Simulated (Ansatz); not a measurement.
Relaxation of ClGeH$_{5}$O$_{3}$S (11 atoms, charge 0, multiplicity 1), to a largest force component of 0.03 eV/Å in at most 50 steps.

Method: RKS PBE/def2-SVP in Ansatz.

```xyz
11
Properties=species:S:1:pos:R:3:forces:R:3
Ge 0.331 0.457 -0.247 0.04 0.19 -0.75
Cl -0.094 -0.519 3.030 0.03 0.65 0.69
O 1.732 -0.144 -1.185 0.03 0.03 -0.02
H 1.594 -1.100 -1.338 -0.01 0.01 0.00
O -0.865 1.438 -1.150 0.01 -0.02 -0.03
H -1.572 0.841 -1.466 0.05 0.01 0.02
O -0.535 -1.062 0.130 -0.02 0.08 0.04
H -0.793 -1.074 1.076 -0.01 -0.06 -0.03
S 1.224 2.101 1.002 -0.18 -0.19 0.23
H 2.394 1.418 1.158 -0.01 -0.02 0.02
H 0.048 0.809 2.912 0.07 -0.69 -0.18
```

Question: Where does it end, and by what steps?

Answer: The run converged. The force dipped under the threshold on the way, but the program's further checks kept it going. After 25 steps the energy has fallen by 0.366 eV; Cl2 moved furthest, 0.93 Å.

```json
{"step": "0", "energy less start (eV)": "0.0000", "largest force component (eV/Å)": "0.755", "accepted": "yes"}
{"step": "1", "energy less start (eV)": "-0.1647", "largest force component (eV/Å)": "0.833", "accepted": "yes"}
{"step": "2", "energy less start (eV)": "-0.2642", "largest force component (eV/Å)": "0.932", "accepted": "yes"}
{"step": "3", "energy less start (eV)": "-0.3051", "largest force component (eV/Å)": "0.673", "accepted": "yes"}
{"step": "4", "energy less start (eV)": "-0.3283", "largest force component (eV/Å)": "0.367", "accepted": "yes"}
{"step": "5", "energy less start (eV)": "-0.3309", "largest force component (eV/Å)": "0.218", "accepted": "yes"}
{"step": "6", "energy less start (eV)": "-0.3343", "largest force component (eV/Å)": "0.104", "accepted": "yes"}
{"step": "7", "energy less start (eV)": "-0.3357", "largest force component (eV/Å)": "0.094", "accepted": "yes"}
{"step": "8", "energy less start (eV)": "-0.3399", "largest force component (eV/Å)": "0.310", "accepted": "yes"}
{"step": "9", "energy less start (eV)": "-0.3486", "largest force component (eV/Å)": "0.038", "accepted": "yes"}
{"step": "10", "energy less start (eV)": "-0.3274", "largest force component (eV/Å)": "0.712", "accepted": "no"}
{"step": "11", "energy less start (eV)": "-0.3512", "largest force component (eV/Å)": "0.036", "accepted": "yes"}
{"step": "12", "energy less start (eV)": "-0.3539", "largest force component (eV/Å)": "0.126", "accepted": "yes"}
{"step": "13", "energy less start (eV)": "-0.3547", "largest force component (eV/Å)": "0.180", "accepted": "yes"}
{"step": "14", "energy less start (eV)": "-0.3534", "largest force component (eV/Å)": "0.253", "accepted": "no"}
{"step": "15", "energy less start (eV)": "-0.3592", "largest force component (eV/Å)": "0.054", "accepted": "yes"}
{"step": "16", "energy less start (eV)": "-0.3603", "largest force component (eV/Å)": "0.119", "accepted": "yes"}
{"step": "17", "energy less start (eV)": "-0.3623", "largest force component (eV/Å)": "0.072", "accepted": "yes"}
{"step": "18", "energy less start (eV)": "-0.3631", "largest force component (eV/Å)": "0.176", "accepted": "yes"}
{"step": "19", "energy less start (eV)": "-0.3633", "largest force component (eV/Å)": "0.093", "accepted": "yes"}
{"step": "20", "energy less start (eV)": "-0.3599", "largest force component (eV/Å)": "0.161", "accepted": "no"}
{"step": "21", "energy less start (eV)": "-0.3635", "largest force component (eV/Å)": "0.118", "accepted": "yes"}
{"step": "22", "energy less start (eV)": "-0.3649", "largest force component (eV/Å)": "0.022", "accepted": "yes"}
{"step": "23", "energy less start (eV)": "-0.3536", "largest force component (eV/Å)": "0.750", "accepted": "no"}
{"step": "24", "energy less start (eV)": "-0.3652", "largest force component (eV/Å)": "0.054", "accepted": "yes"}
{"step": "25", "energy less start (eV)": "-0.3656", "largest force component (eV/Å)": "0.012", "accepted": "yes"}
```

```xyz
11
Properties=species:S:1:pos:R:3
Ge 0.368 0.385 -0.331
Cl -0.806 0.017 3.281
O 1.326 0.028 -1.790
H 1.645 -0.894 -1.736
O -1.079 1.311 -0.791
H -1.429 0.971 -1.638
O 0.098 -1.211 0.405
H -0.294 -1.109 1.304
S 1.335 1.832 1.113
H 2.313 0.940 1.443
H -0.013 0.892 2.662
```

Whether the end is a true minimum wasn't checked by a vibrational analysis.

Run time: 38 s on 4 threads of Arm Neoverse V2, on a shared host, peak memory 0.21 GiB.
